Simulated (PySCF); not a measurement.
CH7FN2Si, SMILES CN[Si@H](N)F. Coordinates come from a r2SCAN-D4/def2-SVP optimisation. The structure was generated by enumeration; whether it is a known compound was not checked. One conformer was computed; it need not be the lowest.

Computed equilibrium geometry at r2SCAN-D4/def2-SVP (PySCF confirms it by a frequency run) as bond lengths and angles (one conformer of several):
Atoms: C1 N2 Si3 N4 F5 H6 H7 H8 H9 H10 H11 H12. Bonded distances (Å): C1–N2 1.449, C1–H6 1.101, C1–H7 1.105, C1–H8 1.106, N2–Si3 1.708, N2–H9 1.017, Si3–N4 1.714, Si3–F5 1.635, Si3–H10 1.489, N4–H11 1.015, N4–H12 1.014. Angles (°): N2–C1–H6 109.6, N2–C1–H7 111.9, N2–C1–H8 113.3, H6–C1–H7 107.0, H6–C1–H8 107.1, H7–C1–H8 107.7, C1–N2–Si3 126.8, C1–N2–H9 114.4, Si3–N2–H9 117.3, N2–Si3–N4 107.5, N2–Si3–F5 116.2, N2–Si3–H10 106.1, N4–Si3–F5 103.0, N4–Si3–H10 120.4, F5–Si3–H10 104.2, Si3–N4–H11 120.1, Si3–N4–H12 121.4, H11–N4–H12 111.6.
Charge 0, spin multiplicity 1.
